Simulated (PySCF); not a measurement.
O²⁺ (oxygen, charge +2) across methods

[He] 2s1 2p3, 2s spin antiparallel (an excited configuration). Computed with PySCF 2.14 in dyall-acv3z (15s9p4d2f, 76 functions), with no relativity, point nucleus.

```tsv
method	E (hartree)	mean ε 1s β (eV)	mean ε 2s β (eV)	mean ε 2p α (eV)	Σ⟨r²⟩ (bohr²)	⟨S²⟩
LDA	-72.1760	-550.87	-54.946	-44.746	5.119	3.000
MN15	-72.7232	-559.05	-57.854	-48.036	5.047	3.000
B97-3	-72.6632	-568.66	-57.740	-46.979	5.082	3.000
CAM-B3LYP	-72.6677	-567.41	-59.012	-48.478	5.117	3.000
r2SCAN	-72.6361	-560.26	-55.524	-45.454	5.082	3.000
PBE	-72.6439	-554.95	-55.152	-44.712	5.107	3.000
M06	-72.6629	-568.17	-57.454	-46.693	5.087	3.000
PBE0	-72.6110	-567.44	-57.348	-46.907	5.104	3.000
```

**Question.** Estimate the same row for UHF.

**Answer.** E (hartree) = -72.35740; mean ε 1s β (eV) = -604.20; mean ε 2s β (eV) = -62.335; mean ε 2p α (eV) = -52.686; Σ⟨r²⟩ (bohr²) = 5.137; ⟨S²⟩ = 3.000.

With the s spin flipped the determinant is a mixture of two multiplicities, not a spectroscopic state.
